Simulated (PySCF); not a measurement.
C4H9Cl3Sn, triplet, at the geometry of the source list (a higher spin typed on purpose: for a closed-shell molecule this is an excited state) (core potentials on Sn); DF-PBE0/def2-SVP (PySCF).

Here is a job for PySCF.
```python
from pyscf import gto, scf, dft

mol = gto.Mole()
mol.atom = '''
    C    -2.55570000    0.21460000    0.05930000
    C    -1.07930000    0.34140000   -0.29060000
    C    -0.31020000   -0.93140000    0.04990000
    C     1.08890000   -0.96070000   -0.48800000
    Sn    2.46520000    0.66390000    0.34860000
    Cl    2.88530000    2.37870000   -1.19710000
    Cl    1.72010000    1.73630000    2.30180000
    Cl    4.57080000   -0.20270000    0.90680000
    H    -3.03530000   -0.54530000   -0.55730000
    H    -3.06480000    1.16040000   -0.09950000
    H    -2.67630000   -0.06830000    1.10360000
    H    -0.64780000    1.17620000    0.26630000
    H    -0.97110000    0.56080000   -1.35220000
    H    -0.30980000   -1.08030000    1.13240000
    H    -0.83350000   -1.78830000   -0.39220000
    H     1.62230000   -1.87260000   -0.23250000
    H     1.13130000   -0.78260000   -1.55940000
'''
mol.basis = 'def2-svp'
mol.ecp = {'Sn': 'def2-svp'}
mol.spin = 2
mol.verbose = 4
mol.build()

mf = dft.UKS(mol)
mf.xc = 'pbe0'
mf.grids.atom_grid = (75, 302)
mf = mf.density_fit(auxbasis='def2-universal-jkfit')
mf.kernel()
mf.analyze()
```

The log (banner, timings and long lists left out):

```
PySCF version 2.14.0

[INPUT] verbose = 4
[INPUT] num. atoms = 17
[INPUT] num. electrons = 106
[INPUT] charge = 0
[INPUT] spin (= nelec alpha-beta = 2S) = 2
[INPUT] symmetry False subgroup None
[INPUT] Mole.unit = angstrom
[INPUT] Symbol           X                Y                Z      unit          X                Y                Z       unit  Magmom
[...]
nuclear repulsion = 800.614985678732
number of shells = 85
number of NR pGTOs = 328
number of NR cGTOs = 181
basis = def2-svp
ecp = {'Sn': 'def2-svp'}

******** <class 'pyscf.df.df_jk.DFUKS'> ********
method = DFUKS
initial guess = minao
damping factor = 0
level_shift factor = 0
DIIS = <class 'pyscf.scf.diis.CDIIS'>
diis_start_cycle = 1
diis_space = 8
diis_damp = 0
SCF conv_tol = 1e-09
SCF conv_tol_grad = None
SCF max_cycles = 50
direct_scf = False
number electrons alpha = 54  beta = 52
XC library pyscf.dft.libxc version 7.1.2
    S. Lehtola, C. Steigemann, M. J. T. Oliveira, and M. A. L. Marques,  SoftwareX 7, 1–5 (2018)
XC functionals = pbe0
    C. Adamo and V. Barone,  J. Chem. Phys. 110, 6158 (1999)
    M. Ernzerhof and G. E. Scuseria,  J. Chem. Phys. 110, 5029 (1999)
radial grids:
    Treutler-Ahlrichs [JCP 102, 346 (1995); DOI:10.1063/1.469408] (M4) radial grids

becke partition: Becke, JCP 88, 2547 (1988); DOI:10.1063/1.454033
pruning grids: <function nwchem_prune>
grids dens level: 3
symmetrized grids: False
atomic radii adjust function: <function treutler_atomic_radii_adjust>
User specified grid scheme (75, 302)
small_rho_cutoff = 0
Set gradient conv threshold to 3.16228e-05
tot grids = 244256
******** <class 'pyscf.df.df.DF'> ********
auxbasis = def2-universal-jkfit
init E= -1729.13636222979

cycle= 1 E= -1748.12506638667  delta_E=  -19  |g|= 2.28  |ddm|= 6.64
cycle= 2 E= -1642.15208953133  delta_E=  106  |g|=  8.8  |ddm|=   58

cycle= 3 E= -1751.18188131288  delta_E= -109  |g|= 0.719  |ddm|= 57.8

cycle= 4 E= -1750.81648095818  delta_E= 0.365  |g|= 0.977  |ddm|= 2.45

cycle= 5 E= -1751.48172156697  delta_E= -0.665  |g|= 0.281  |ddm|= 1.87

cycle= 6 E= -1751.53793398014  delta_E= -0.0562  |g|= 0.07  |ddm|= 0.604

cycle= 7 E= -1751.54137106267  delta_E= -0.00344  |g|= 0.0311  |ddm|= 0.18

cycle= 8 E= -1751.54200573656  delta_E= -0.000635  |g|= 0.0143  |ddm|= 0.0759

cycle= 9 E= -1751.54218289435  delta_E= -0.000177  |g|= 0.00749  |ddm|= 0.038

cycle= 10 E= -1751.54224570649  delta_E= -6.28e-05  |g|= 0.0021  |ddm|= 0.0208

cycle= 11 E= -1751.54225509821  delta_E= -9.39e-06  |g|= 0.00103  |ddm|= 0.0101

cycle= 12 E= -1751.54225736914  delta_E= -2.27e-06  |g|= 0.000564  |ddm|= 0.00405

cycle= 13 E= -1751.54225880112  delta_E= -1.43e-06  |g|= 0.000317  |ddm|= 0.00465

cycle= 14 E= -1751.54225909131  delta_E= -2.9e-07  |g|= 0.000143  |ddm|= 0.00181

cycle= 15 E= -1751.542259189  delta_E= -9.77e-08  |g|= 7.92e-05  |ddm|= 0.00119

cycle= 16 E= -1751.54225921429  delta_E= -2.53e-08  |g|= 3.02e-05  |ddm|= 0.000709

cycle= 17 E= -1751.5422592175  delta_E= -3.22e-09  |g|= 1.8e-05  |ddm|= 0.000251

cycle= 18 E= -1751.54225921802  delta_E= -5.17e-10  |g|= 7.31e-06  |ddm|= 6.79e-05

Extra cycle  E= -1751.54225921819  delta_E= -1.72e-10  |g|= 7.99e-06  |ddm|= 4.94e-05
converged SCF energy = -1751.54225921819  <S^2> = 2.0068735  2S+1 = 3.0045788
**** SCF Summaries ****
Total Energy =                       -1751.542259218192157
Nuclear Repulsion Energy =             800.614985678731614
One-electron Energy =                -4089.533501112500289
Two-electron Energy =                 1537.376256215576859
Two-electron Coulomb Energy =         1664.736576700958949
DFT Exchange-Correlation Energy =     -127.360320485382118
**** MO energy ****
                             alpha | beta                alpha | beta
[...]
spin_pop of  0 C 1s        0.00000
spin_pop of  0 C 2s       -0.00016
spin_pop of  0 C 3s        0.00000
spin_pop of  0 C 2px      -0.00068
spin_pop of  0 C 2py       0.00004
spin_pop of  0 C 2pz       0.00023
spin_pop of  0 C 3px       0.00002
[...]
spin_pop of  4 Sn 4dyz      0.00130
spin_pop of  4 Sn 4dz^2     0.00264
spin_pop of  4 Sn 4dxz     -0.00174
spin_pop of  4 Sn 4dx2-y2    0.00016
spin_pop of  4 Sn 5dxy      0.00142
spin_pop of  4 Sn 5dyz      0.00117
spin_pop of  4 Sn 5dz^2     0.00124
spin_pop of  4 Sn 5dxz      0.00141
spin_pop of  4 Sn 5dx2-y2    0.00072
spin_pop of  5 Cl 1s        0.00000
spin_pop of  5 Cl 2s       -0.00000
spin_pop of  5 Cl 3s        0.00773
spin_pop of  5 Cl 4s        0.00010
spin_pop of  5 Cl 2px       0.00000
spin_pop of  5 Cl 2py       0.00001
spin_pop of  5 Cl 2pz       0.00000
spin_pop of  5 Cl 3px       0.05232
spin_pop of  5 Cl 3py       0.15462
spin_pop of  5 Cl 3pz       0.04086
spin_pop of  5 Cl 4px      -0.00021
spin_pop of  5 Cl 4py      -0.00022
spin_pop of  5 Cl 4pz       0.00015
spin_pop of  5 Cl 3dxy      0.00000
spin_pop of  5 Cl 3dyz     -0.00001
spin_pop of  5 Cl 3dz^2    -0.00000
spin_pop of  5 Cl 3dxz      0.00004
spin_pop of  5 Cl 3dx2-y2    0.00000
spin_pop of  6 Cl 1s        0.00000
spin_pop of  6 Cl 2s       -0.00000
spin_pop of  6 Cl 3s        0.00780
spin_pop of  6 Cl 4s       -0.00019
spin_pop of  6 Cl 2px       0.00000
spin_pop of  6 Cl 2py       0.00000
spin_pop of  6 Cl 2pz       0.00001
spin_pop of  6 Cl 3px       0.02554
spin_pop of  6 Cl 3py       0.09340
spin_pop of  6 Cl 3pz       0.13157
spin_pop of  6 Cl 4px       0.00004
spin_pop of  6 Cl 4py      -0.00030
spin_pop of  6 Cl 4pz      -0.00013
spin_pop of  6 Cl 3dxy      0.00004
spin_pop of  6 Cl 3dyz     -0.00001
spin_pop of  6 Cl 3dz^2     0.00013
spin_pop of  6 Cl 3dxz      0.00003
spin_pop of  6 Cl 3dx2-y2    0.00001
spin_pop of  7 Cl 1s       -0.00000
spin_pop of  7 Cl 2s       -0.00000
spin_pop of  7 Cl 3s        0.00761
spin_pop of  7 Cl 4s        0.00020
spin_pop of  7 Cl 2px       0.00001
spin_pop of  7 Cl 2py       0.00000
spin_pop of  7 Cl 2pz       0.00000
spin_pop of  7 Cl 3px       0.18804
spin_pop of  7 Cl 3py       0.02932
spin_pop of  7 Cl 3pz       0.02323
spin_pop of  7 Cl 4px      -0.00008
spin_pop of  7 Cl 4py       0.00008
spin_pop of  7 Cl 4pz      -0.00012
spin_pop of  7 Cl 3dxy      0.00004
spin_pop of  7 Cl 3dyz      0.00001
spin_pop of  7 Cl 3dz^2     0.00001
spin_pop of  7 Cl 3dxz      0.00003
spin_pop of  7 Cl 3dx2-y2   -0.00006
spin_pop of  8 H 1s        0.00001
spin_pop of  8 H 2s        0.00008
spin_pop of  8 H 2px       0.00000
spin_pop of  8 H 2py       0.00000
spin_pop of  8 H 2pz      -0.00000
spin_pop of  9 H 1s       -0.00025
spin_pop of  9 H 2s        0.00001
spin_pop of  9 H 2px       0.00000
spin_pop of  9 H 2py      -0.00000
spin_pop of  9 H 2pz       0.00000
spin_pop of  10 H 1s        0.00006
spin_pop of  10 H 2s        0.00000
spin_pop of  10 H 2px       0.00000
spin_pop of  10 H 2py       0.00000
spin_pop of  10 H 2pz      -0.00000
spin_pop of  11 H 1s        0.00110
spin_pop of  11 H 2s       -0.00031
spin_pop of  11 H 2px       0.00002
spin_pop of  11 H 2py       0.00000
spin_pop of  11 H 2pz       0.00002
spin_pop of  12 H 1s       -0.00051
spin_pop of  12 H 2s        0.00001
spin_pop of  12 H 2px      -0.00000
spin_pop of  12 H 2py       0.00001
spin_pop of  12 H 2pz      -0.00000
spin_pop of  13 H 1s        0.01048
spin_pop of  13 H 2s        0.00005
spin_pop of  13 H 2px       0.00000
spin_pop of  13 H 2py       0.00005
spin_pop of  13 H 2pz      -0.00000
spin_pop of  14 H 1s        0.06269
spin_pop of  14 H 2s        0.00041
spin_pop of  14 H 2px       0.00001
spin_pop of  14 H 2py       0.00009
spin_pop of  14 H 2pz       0.00010
spin_pop of  15 H 1s       -0.00944
spin_pop of  15 H 2s        0.00040
spin_pop of  15 H 2px       0.00012
spin_pop of  15 H 2py      -0.00004
spin_pop of  15 H 2pz       0.00010
spin_pop of  16 H 1s       -0.00905
spin_pop of  16 H 2s        0.00043
spin_pop of  16 H 2px       0.00005
spin_pop of  16 H 2py       0.00021
spin_pop of  16 H 2pz      -0.00007
In total            54.00000 | 52.00000
Dipole moment(X, Y, Z, Debye): -4.30613, -3.67502, -1.83625
```
